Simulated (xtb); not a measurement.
ClIn, singlet, at a GFN2-xTB geometry of the parent state (such geometries of metal compounds can be far from the true shape); GFN0-xTB (xtb).

Input for xtb:
```
$ xtb mol.xyz --gfn 0 --chrg 0 --uhf 0 --json

# file mol.xyz
2

In    -0.00000000    -0.00000000    -0.63631162
Cl     0.00000000     0.00000000     1.83407468
```

Q: What does xtb print? Leave out banner, timings and long lists.

A: 
```
   ID    Z sym.   atoms
    1   49 In     1
    2   17 Cl     2

           -------------------------------------------------
          |                Calculation Setup                |
           -------------------------------------------------

           -------------------------------------------------
          |                 G F N 0 - x T B                 |
           -------------------------------------------------

          ...................................................
          :                      SETUP                      :
          :.................................................:
          :  # basis functions                  20          :
          :  # atomic orbitals                  18          :
          :  # shells                            6          :
          :  # electrons                        10          :
          :  electronic temp.          300.0000000     K    :
          :  accuracy                    1.0000000          :
          :  -> integral cutoff          0.2500000E+02      :
          :  -> integral neglect         0.1000000E-07      :
          ...................................................

         :::::::::::::::::::::::::::::::::::::::::::::::::::::
         ::                     SUMMARY                     ::
         :::::::::::::::::::::::::::::::::::::::::::::::::::::
         :: total energy              -5.626262562902 Eh    ::
         :: gradient norm              0.034142619944 Eh/a0 ::
         :: HOMO-LUMO gap              6.852555920154 eV    ::
         ::.................................................::
         :: H0 energy                 -5.590989018307 Eh    ::
         :: repulsion energy           0.000957975180 Eh    ::
         :: electrostat energy        -0.035981520725 Eh    ::
         :: -> Gsolv                   0.000000000000 Eh    ::
         ::    -> Gsasa                0.000000000000 Eh    ::
         ::    -> Gshift               0.000000000000 Eh    ::
         :: dispersion energy         -0.000249999051 Eh    ::
         :: short-range corr.          0.000000000000 Eh    ::
         :: add. restraining           0.000000000000 Eh    ::
         :: total charge              -0.000000000000 e     ::
         :::::::::::::::::::::::::::::::::::::::::::::::::::::

           -------------------------------------------------
          |                Property Printout                |
           -------------------------------------------------

    * Orbital Energies and Occupations

         #    Occupation            Energy/Eh            Energy/eV
      -------------------------------------------------------------
         1        2.0000           -0.9716092             -26.4388
         2        2.0000           -0.4957120             -13.4890
         3        2.0000           -0.4540510             -12.3554
         4        2.0000           -0.4540510             -12.3554
         5        2.0000           -0.4200714             -11.4307 (HOMO)
         6                         -0.1682446              -4.5782 (LUMO)
         7                         -0.1682446              -4.5782
         8                         -0.1056917              -2.8760
         9                         -0.0638687              -1.7380
        10                         -0.0638687              -1.7380
        11                         -0.0594204              -1.6169
        12                         -0.0594204              -1.6169
        13                         -0.0529084              -1.4397
        14                         -0.0148822              -0.4050
        15                         -0.0148822              -0.4050
        16                          0.0595219               1.6197
       ...                                ...                  ...
        18                          0.5640656              15.3490
      -------------------------------------------------------------
                  HL-Gap            0.2518268 Eh            6.8526 eV
             Fermi-level            0.0000000 Eh            0.0000 eV

     #   Z          covCN         q      C6AA      α(0)
     1  49 In       0.771     0.289   653.265    64.252
     2  17 Cl       0.771    -0.289   106.169    15.749

 Mol. C6AA /au·bohr⁶  :       1244.875258
 Mol. C8AA /au·bohr⁸  :     139162.573748
 Mol. α(0) /au        :         80.001527

Wiberg/Mayer (AO) data.
largest (>0.10) Wiberg bond orders for each atom

 ---------------------------------------------------------------------------
     #   Z sym  total        # sym  WBO       # sym  WBO       # sym  WBO
 ---------------------------------------------------------------------------
     1  49 In   0.570 --     2 Cl   0.570
     2  17 Cl   0.570 --     1 In   0.570
 ---------------------------------------------------------------------------

Topologies differ in total number of bonds
Writing topology from bond orders to xtbtopo.mol

 dipole moment from electron density (au)
     X       Y       Z
  -0.0000   0.0000  -3.0348  total (Debye):    7.714

           -------------------------------------------------
          | TOTAL ENERGY               -5.626262562902 Eh   |
          | GRADIENT NORM               0.034142619944 Eh/α |
          | HOMO-LUMO GAP               6.852555920154 eV   |
           -------------------------------------------------

normal termination of xtb
```
